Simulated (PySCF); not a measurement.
**A search over the determinants of Br₂⁺**

Unrestricted PBE0; Br def2-TZVPPD; no relativity (PySCF 2.14). Outer shells of the fragments: Br+ 3d10 4s2 4p4; Br 3d10 4s2 4p5.

Followed along the bond (rough minima from three points):

```csv
2Ms+1,unpaired,⟨S²⟩ at the start,R at minimum (Å),Te (eV)
2,π ↑,0.75,2.20,0.00
4,"σ ↑, π ↑↑",3.76,none in the scan,≤ 1.73
```

Solutions found at the starting distance of 2.330 Å, counted from the lowest of them; the search is not exhaustive and high or unbound solutions are not listed, so other states can lie among these:

| 2Ms+1 | unpaired | term | E (eV) | ⟨S²⟩ | ⟨Lz²⟩ |
| --- | --- | --- | --- | --- | --- |
| 2 | π ↑ | ²Π | 0.00 | 0.75 | 1.01 |
| 4 | σ ↑, π ↑↑ | ⁴Σ⁻ | 1.73 | 3.76 | 0.00 |
| 2 | σ ↑, π ↑↓ | mixed | 2.23 | 1.76 | 2.02 |
| 2 | σ ↓, π ↑↑ | mixed | 2.24 | 1.76 | 0.00 |
| 2 | σ ↑ | mixed | 3.05 | 0.75 | 2.01 |
| 4 | σ ↑, π ↑↑ | mixed | 3.12 | 3.76 | 2.02 |
| 4 | σ ↑↑, π ↑ | ⁴Π | 4.90 | 3.76 | 1.01 |
| 2 | π ↑ | ²Π | 6.00 | 0.75 | 1.01 |

A term symbol is given only where ⟨S²⟩ and ⟨Lz²⟩ are close to those of a pure state; real π, δ and φ orbitals otherwise mix terms, and g/u labels are left off.

Spin–orbit coupling is left out. Counting both spins, an empty level lies below a filled one in some of these solutions, because spin and occupation are held.
